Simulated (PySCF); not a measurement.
H6InN3, SMILES [NH2][In]([NH2])[NH2].

Geometry optimised at B3LYP-D3(BJ)/def2-SVP. The def2 effective core potentials stand for the cores of In; spin–orbit coupling is left out. One conformer was computed; it need not be the lowest.

Calculation: PySCF with r2SCAN/def2-TZVP.

The molecule is in vacuum.

Computed frontier levels, gap, dipole moment and polarisability:
```
Item                                                                                                            Value
---------------------------------------------------------------------------------------------  ----------------------
highest occupied level                                                                                       -5.69 eV
lowest empty level                                                                                           -1.37 eV
orbital gap                                                                                                   4.32 eV
dipole moment                                                                                                  1.04 D
quadrupole, principal values (traceless, Buckingham form, about the centre of nuclear charge)  -10.43, 1.96, 8.48 D·Å
mean static polarisability                                                                       61.5 bohr³ (9.11 Å³)
polarisability, principal values                                                               46.6, 68.1, 69.7 bohr³
```
